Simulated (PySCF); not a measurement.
# Simulated absorption spectrum

CH10Si4.
SMILES with atom numbers: `[CH3:1][SiH:2]1[SiH2:3][SiH2:4][SiH2:5]1` (hydrogens: H6, H7, H8 on C1; H9 on Si2; H10, H11 on Si3; H12, H13 on Si4; H14, H15 on Si5)

The calculation used PySCF 2.14.0, density-fitted response routines, TDDFT wB97X-D/def2-SVPD, vertical, gas phase, core orbitals frozen in the response. Geometry: GFN2-xTB; no solvent, vibrations or thermal averaging.

Computed states:

```
state  E (eV)       f
   S1    4.64  0.0005
   S2    5.24  0.0008
   S3    5.35  0.0003
   S4    6.24   0.026
   S5    6.36   0.045
   S6    6.42   0.155
   S7    6.55   0.236
   S8    6.64  0.0004
```

Each state is given a Gaussian of 0.4 eV full width at half maximum, with ε(max) = 2.175×10⁸ f / Δν̃ (Δν̃ the width in cm⁻¹). The cross-section is σ = 3.8235×10⁻²¹ ε cm², given in Mb (10⁻¹⁸ cm²). The width is an assumption, not a result. The curve ends short of the highest state used, and states not computed would add to its high-energy end.

(1) What does the envelope look like, and where are its maxima?

(2) Coming from long wavelengths, where does ε first pass 100 L mol⁻¹ cm⁻¹?

(3) On this curve, what absorbance would a 10⁻⁵ mol/L sample give at 280 nm over a 1 cm path?

Answers

(1) 
λ (nm), σ (Mb) and a bar:
```
    205.2       9.66 ##############################
    207.6       4.32 #############
    209.9       1.83 ######
    212.3       0.68 ##
    214.6       0.25 #
    217.0       0.09 
    219.4       0.05 
    221.7       0.06 
    224.1       0.10 
    226.4       0.14 
    228.8       0.20 #
    231.2       0.24 #
    233.5       0.27 #
    235.9       0.27 #
    238.2       0.25 #
    240.6       0.22 #
    243.0       0.17 #
    245.3       0.13 
    247.7       0.10 
    250.0       0.08 
    252.4       0.07 
    254.8       0.08 
    257.1       0.09 
    259.5       0.10 
    261.8       0.12 
    264.2       0.13 
    266.6       0.14 
    268.9       0.13 
    271.3       0.12 
    273.6       0.11 
    276.0       0.09 
    278.4       0.07 
    280.7       0.06 
    283.1       0.04 
    285.4       0.03 
    287.8       0.02 
    290.2       0.01 
    292.5       0.01 
    294.9       0.00 
    297.2       0.00 
    299.6       0.00 
    302.0       0.00 
    304.3       0.00 
    306.7       0.00
```

Maxima: 267 nm (4.64 eV), ε about 36, made up of S1 (100%); 235 nm (5.27 eV), ε about 71, made up of S2 (72%) and S3 (28%) (ε in L mol⁻¹ cm⁻¹; maxima over ε = 5, shares over 10%). At its high-energy end, 6.04 eV, the curve is still rising (ε about 2500, from S4, S5 and S6).

(2) At about 214 nm (5.80 eV), 1.16 eV above S1.

(3) 280 nm is 4.428 eV, where ε is about 16 L mol⁻¹ cm⁻¹, so A = ε c l ≈ 0.00016 (Beer–Lambert, with the gas-phase spectrum and the assumed width).
